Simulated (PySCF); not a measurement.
**How methods differ on the excitation energy of Se(2+)**

Se(2+) [Ar] 3d10 4s2 4p2 (3P) → Se(2+) [Ar] 3d10 4s1 4p3 (5S), as a difference of total energies. Calculation: PySCF 2.14, in aug-cc-pVQZ-PP with ECP10MDF; a scalar-relativistic core potential. Correlated levels: valence: 3s2 3p6 3d10 frozen. The calculations carry no spin-orbit coupling.

```
           method  excitation energy (eV)
              UHF                   6.333
    MP2 (valence)                   7.433
SCS-MP2 (valence)                   7.918
   CCSD (valence)                   7.667
CCSD(T) (valence)                   7.706
```

Problem. How much does correlation contribute at CCSD(T) (valence)?

Solution. 7.706 − (6.333) = 1.373 eV, measured against UHF.
